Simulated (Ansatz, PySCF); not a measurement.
Species: SnCl2, charge 0, triplet. SnCl2 (SMILES [Cl][Sn][Cl], triplet).
B3LYP-D3(BJ)/def2-TZVP minimum from Ansatz (a program for electronic structure):
```xyz
3

Sn    -0.0188     0.0059     0.4882
Cl     1.3430     1.5678    -0.6865
Cl    -1.2878    -1.5852    -0.7495
```
Charge 0, spin multiplicity 3.

Atomisation energy term by term, kcal/mol (programs: Ansatz). Radicals and triplets start from unrestricted determinants; spin-orbit coupling is neglected. Cores are frozen in correlated methods (noble-gas shells, and filled d and f shells in the p block). Past Kr the def2 sets carry scalar-relativistic core potentials. CBS(X,Y): correlation extrapolated as X^-3, Hartree-Fock from the larger set. A bracket is a step between two methods taken in the basis named. Spin-orbit terms, left out, reach several kcal/mol for Br and I, and more for heavier atoms. The spin of Cl2Sn ([Cl][Sn][Cl], triplet) was assumed, and the state is the lowest solution found for it.

| term | basis | kcal/mol |
|---|---|---|
| Hartree-Fock | def2-QZVPP | 79.24 |
| CCSD correlation | CBS(def2-TZVPP,def2-QZVPP) | 39.37 |
| (T) | CBS(def2-TZVPP,def2-QZVPP) | 6.23 |
| CCSDT(Q) - CCSD(T) | def2-SVP | 0.67 |
| minus zero-point energy | Hessian by PySCF at B3LYP-D3(BJ)/def2-TZVP | -1.01 |
| sum: D0 |  | 124.5 |
